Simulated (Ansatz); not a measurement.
Ideal-gas functions of CHOSbSe (`O=[C]1[Se][SbH]1`) at 400 K and 1 bar, from an Ansatz frequency run at PBE0-D4/def2-TZVP.

Molar mass 229.74 g/mol, point group C1 (symmetry number 1), electronic degeneracy 1, moments of inertia 130.014, 347.409, 471.575 u Å². Harmonic wavenumbers (cm⁻¹, unscaled): 229, 245, 348, 459, 525, 570, 613, 1872, 1930.

Use S(trans) = R[1.5 ln M + 2.5 ln T − 1.1517]; rotational temperatures θ = 24.2544 K / I; S(rot) = R[ln(√π/σ · √(T³/θAθBθC)) + 1.5]; for each mode x = 1.438777 ν̃/T, S = R[x/(eˣ − 1) − ln(1 − e⁻ˣ)] and H = RT x/(eˣ − 1); 1 cm⁻¹ = 0.0119627 kJ/mol; R = 8.31446 J/(mol·K).

**Question.** By hand: the entropy, in J/(mol·K).

**Answer.** Translation 182.8. Rotation: θ = 0.1866, 0.0698, 0.0514 K, giving 122.3. Vibration, mode by mode: 10.16, 9.63, 6.97, 5.03, 4.16, 3.66, 3.24, 0.08, 0.06, in all 43.0. Electronic 0.0. Sum 348.1 J/(mol·K).

**Question.** By hand: H − E and G − E in kJ/mol, counted from the electronic energy.

**Answer.** Zero-point energy ½ × 6791 × 0.0119627 = 40.6; thermal vibration 10.3; translation, rotation and pV give 4 RT = 13.3. H − E = 64.2 kJ/mol, and G − E = 64.2 − 400 × 348.1/1000 = -75.0 kJ/mol.

Vibration gives 12 % of the entropy. The sum counts one conformer and one mirror image; others add a mixing term.
